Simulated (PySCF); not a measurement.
Compounds:

A. SMILES C/C=C(/OC)C(=O)F
B. SMILES C(/C(OCC)=O)=C/F
C. `InChI=1S/C5H7FO2/c1-5(2-3-6)8-4-7/h2,4H,3H2,1H3/b5-2-`

Spectrum 1. 13C{1H} NMR (computed): δ 160.3 (CH), 156.0 (C), 119.3 (CH), 82.1 (CH2), 24.4 (CH3).

Spectrum 2. 13C{1H} NMR (computed): δ 169.8 (C), 168.6 (CH), 112.6 (CH), 63.1 (CH2), 16.4 (CH3).

Spectrum 3. 13C{1H} NMR (computed): δ 162.5 (C, d, J = 408.2 Hz), 150.6 (C, d, J = 54.8 Hz), 125.0 (CH, d, J = 12.3 Hz), 55.7 (CH3), 16.9 (CH3).

- NMR shieldings at PBE0/pcSseg-1/GIAO
- geometry: GFN2-xTB
- B3LYP/pcJ-1 coupling constants (spin–dipole term left out of most H,H and C,H couplings)
- run in PySCF 2.14.0 with density-fitted response routines
- no solvent model, rapidly exchanging positions averaged, one conformer, no relativistic terms

Chemical shifts δ = σref − σ; 13C (σ = 186.93 ppm) against TMS, all at this level. Splittings of carbon signals by F and P are missing where no couplings were computed. One-bond C–F couplings are unscaled and too large by tens of Hz. Shifts are as computed. Against solution values, carbons near 30 ppm lie about +3 ppm off and those near 130 ppm about +5 ppm (rms about the fit 2.1 ppm; single classes can miss by 10 ppm). Of 1328 compounds with measured shifts, 309 miss one by over three times the rms of a fit or turn the order of signals round; such compounds aren't used in these exercises. Signals without a measured value on file couldn't be tested in this way; 1H shifts scatter by 0.2 ppm about their fit, and single ones miss by 0.5 ppm.

Task: Which spectrum belongs to which compound?

Result: 1–C, 2–B, 3–A.

- Spectrum 1 (C): 5 13C signals; δC 160.3 is an ester carbonyl carbon; δC 156.0 is an alkene carbon bearing oxygen.
- Spectrum 2 (B): 5 13C signals; δC 169.8 is an ester carbonyl carbon; δC 168.6 is a β carbon of a C=C–C=O unit.
- Spectrum 3 (A): 5 13C signals; δC 150.6 is an alkene carbon bearing oxygen; δC 55.7 is a methyl carbon bonded to O.
